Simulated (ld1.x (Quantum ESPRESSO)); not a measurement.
**Pseudopotential generation for Ba (Z = 56): ultrasoft, Wu–Cohen, fully relativistic.**

ld1.x (Quantum ESPRESSO) 7.5 input, shortened:

```
&input
   title='Ba', zed=56., rel=2, dft='WC', iswitch=3,
   config='[Xe] 5d0 6s1.5 6p0.5', rel_dist='average'
 /
 &inputp
   pseudotype=3, tm=.true., lloc=-1, rcloc=3.45,
   nlcc=.false.,
   which_augfun='PSQ', rmatch_augfun=2.25
 /
6
5S  1  0   2.00   0.00  2.30  3.20  0.0
6S  2  0   1.50   0.00  2.30  3.20  0.0
5P  2  1   6.00   0.00  2.85  3.80  0.0
6P  3  1   0.50   0.00  2.85  3.80  0.0
5D  3  2   0.00   0.00  3.45  4.25  0.0
5D  3  2   0.00   0.25  3.45  4.25  0.0
 &test
   configts(1)='5s2 5p6 5d0 6s1.5 6p0.5'
 /
```

Open shells are filled in proportion to 2j + 1 (rel_dist='average').

All-electron outer shells of the reference configuration (Wu–Cohen, scalar-relativistic, ld1.x):

```csv
shell,level (eV),outermost node (bohr),outermost maximum (bohr)
4p,-181.47,0.35,0.65
4d,-90.24,0.32,0.70
5s,-34.30,0.80,1.47
5p,-19.32,0.86,1.67
6s,-3.54,1.96,4.10
5d,-2.43,1.00,2.46
6p,-1.49,2.35,5.34
```

Question: Does the generator finish with these settings?

Answer: No. ld1.x (Quantum ESPRESSO) 7.5 stopped with "chargeps: negative rho": the spherical valence density built from the smooth waves and the augmentation charge turned negative at some radius.
